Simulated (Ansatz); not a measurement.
Relaxation of CH7ClF2Si (12 atoms, charge 0, multiplicity 1), to a largest force component of 0.03 eV/Å in at most 50 steps.

Level of theory: UKS PBE0-D4/def2-SVP (Ansatz 0.2.0).

```xyz
12
Properties=species:S:1:pos:R:3:forces:R:3
Si -1.208 0.966 -0.858 -0.49 -0.18 0.49
C 1.195 -1.024 -0.216 0.44 -0.45 -0.30
H -0.675 0.168 -1.978 0.00 0.01 -0.04
H -2.454 1.690 -1.207 -0.01 0.00 0.01
Cl 0.154 2.331 -0.183 -0.01 -0.01 -0.01
H -0.501 -0.084 2.251 -0.85 -0.21 -0.61
F -1.609 -0.054 0.382 0.26 0.47 -0.36
H 0.982 -0.579 0.750 -0.05 0.14 0.30
F 0.266 0.140 2.683 0.71 0.25 0.52
H 1.473 -0.249 -0.941 0.00 0.00 0.00
H 2.046 -1.711 -0.107 0.00 -0.01 0.00
H 0.330 -1.596 -0.576 0.00 0.00 0.00
```

Q: Where does it end, and by what steps?

A: The run converged. The force dipped under the threshold on the way, but the program's further checks kept it going. After 10 steps the energy has fallen by 0.188 eV; H12 moved furthest, 0.42 Å.

| step | energy less start (eV) | largest force component (eV/Å) | accepted |
| --- | --- | --- | --- |
| 0 | 0.0000 | 0.851 | yes |
| 1 | -0.1299 | 0.815 | yes |
| 2 | -0.1567 | 0.474 | yes |
| 3 | -0.1604 | 0.473 | yes |
| 4 | -0.1799 | 0.169 | yes |
| 5 | -0.1849 | 0.086 | yes |
| 6 | -0.1863 | 0.037 | yes |
| 7 | -0.1869 | 0.023 | yes |
| 8 | -0.1872 | 0.017 | yes |
| 9 | -0.1875 | 0.033 | yes |
| 10 | -0.1876 | 0.024 | yes |

```xyz
12
Properties=species:S:1:pos:R:3
Si -1.393 1.147 -0.825
C 1.438 -1.200 -0.184
H -1.041 0.212 -1.916
H -2.658 1.886 -1.037
Cl 0.129 2.465 -0.498
H -0.640 0.039 1.992
F -1.593 0.257 0.537
H 1.068 -0.867 0.794
F -0.009 0.000 2.672
H 1.683 -0.325 -0.803
H 2.343 -1.805 -0.044
H 0.673 -1.808 -0.688
```

Whether the end is a true minimum wasn't checked by a vibrational analysis.

Time of the run: 54 s on 4 threads of Arm Neoverse N1, on a shared host, peak memory 0.38 GiB.
